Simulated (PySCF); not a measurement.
Job file and geometry (Å, from GFN2-xTB) of an NMR shielding run on `Cl[Si@@H]1CC[SiH2]P1`, C₂H₈ClPSi₂, GIAO PBE0/pcSseg-1 NMR shielding, non-relativistic, gas phase (PySCF); density fitting, a coarse starting grid and PySCF grid level 2 are the driver's defaults:

```
{"job": {"kind": "nmr", "xc": "PBE0", "basis": "pcSseg-1"}, "charge": 0, "multiplicity": 1}
Cl     0.613412    -3.083074    -1.333471
Si     0.390924    -1.632793     0.051296
C     -1.129048    -0.551304    -0.391494
C     -0.991816     0.849145     0.201554
Si     0.751602     1.564296    -0.149272
P      2.127824    -0.205253     0.008542
H      0.220004    -2.281910     1.354413
H     -1.198535    -0.475007    -1.479350
H     -2.055517    -1.018312    -0.054091
H     -1.148620     0.797598     1.281427
H     -1.768621     1.503860    -0.194623
H      1.099453     2.606327     0.817687
H      0.839104     2.078808    -1.518660
H      2.249156    -0.152853     1.383879
```

Question: What does the program print?

Answer: 
```
coarse grid: 13632 points
cycle   1  E = -1460.8797324342  dE =  4.851e-01  |g| = 3.985e-01  |ddm| = 3.456e+00
cycle   2  E = -1460.8670282279  dE =  1.270e-02  |g| = 4.606e-01  |ddm| = 8.846e-01
cycle   3  E = -1460.9218817793  dE = -5.485e-02  |g| = 4.218e-02  |ddm| = 4.902e-01
cycle   4  E = -1460.9222663179  dE = -3.845e-04  |g| = 2.281e-02  |ddm| = 8.678e-02
cycle   5  E = -1460.9224060680  dE = -1.398e-04  |g| = 3.520e-03  |ddm| = 3.448e-02
cycle   6  E = -1460.9224090450  dE = -2.977e-06  |g| = 1.459e-03  |ddm| = 6.538e-03
final grid: 112920 points
cycle   7  E = -1460.9556192550  dE = -2.492e-05  |g| = 6.310e-03  |ddm| = 2.383e-02
cycle   8  E = -1460.9556121772  dE =  7.078e-06  |g| = 7.856e-03  |ddm| = 1.372e-02
cycle   9  E = -1460.9556286596  dE = -1.648e-05  |g| = 6.606e-04  |ddm| = 8.527e-03
cycle  10  E = -1460.9556287559  dE = -9.622e-08  |g| = 1.847e-04  |ddm| = 9.980e-04
cycle  11  E = -1460.9556287652  dE = -9.361e-09  |g| = 3.731e-05  |ddm| = 2.772e-04
cycle  12  E = -1460.9556287656  dE = -3.461e-10  |g| = 8.289e-06  |ddm| = 5.468e-05
converged SCF energy = -1460.9556287656

GIAO shielding tensors (ppm)
atom      isotropic    diamagn.    paramagn.     s11        s22        s33       span
  0 Cl     952.209    1147.628    -195.419    927.223    950.005    979.399     52.176
  1 Si     311.323     877.956    -566.633    217.379    350.569    366.023    148.644
  2 C      166.035     253.103     -87.068    144.889    171.681    181.537     36.648
  3 C      174.687     252.372     -77.685    159.109    176.773    188.179     29.070
  4 Si     376.930     880.102    -503.171    293.401    399.121    438.270    144.869
  5 P      640.766     968.473    -327.706    594.088    636.353    691.858     97.769
  6 H       25.868      28.411      -2.543     21.830     24.494     31.280      9.451
  7 H       30.920      31.510      -0.589     25.983     29.723     37.054     11.071
  8 H       29.893      30.309      -0.416     24.246     28.506     36.928     12.681
  9 H       31.205      31.636      -0.431     26.206     28.660     38.748     12.543
 10 H       30.286      30.239       0.047     24.482     27.723     38.653     14.171
 11 H       26.997      28.850      -1.853     23.004     24.545     33.442     10.438
 12 H       27.374      29.106      -1.733     23.141     25.095     33.886     10.745
 13 H       31.274      30.750       0.524     25.453     26.910     41.459     16.006
```

Size and cost of the density-fitted run: 170 basis functions, 30 s wall time on 1 thread of an x86-64 server CPU, shared host.
